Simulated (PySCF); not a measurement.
MoO3, charge +1, multiplicity 2. Atoms are numbered in the order given.

```xyz
4

Mo    -0.0403     0.2457     0.0000
O      1.6890    -0.3711     0.0000
O     -0.7386    -0.4595     1.3388
O     -0.7386    -0.4595    -1.3388
```
Charge +1, spin multiplicity 2.

Coordinates come from a B3LYP-D3(BJ)/def2-TZVP optimisation. The multiplicity is an assumed one; other spin states were not compared. The isomer is the one that the SMILES or the coordinates give; other isomers of the formula were not compared. The def2 effective core potentials stand for the cores of Mo; spin–orbit coupling is left out.

These are B3LYP/def2-TZVPD in PySCF values and carry that method's errors.

Mulliken values depend strongly on the basis, most of all with diffuse functions as here. ESP charges are fitted to the potential on shells at 1.4 to 2.0 van der Waals radii. Atomic charges (e):

```
atom  ESP fit  Mulliken  Mulliken spin
----  -------  --------  -------------
Mo1      1.98      2.36          -0.23
O2      -0.24     -0.37           0.96
O3      -0.37     -0.50           0.13
O4      -0.37     -0.50           0.13
```
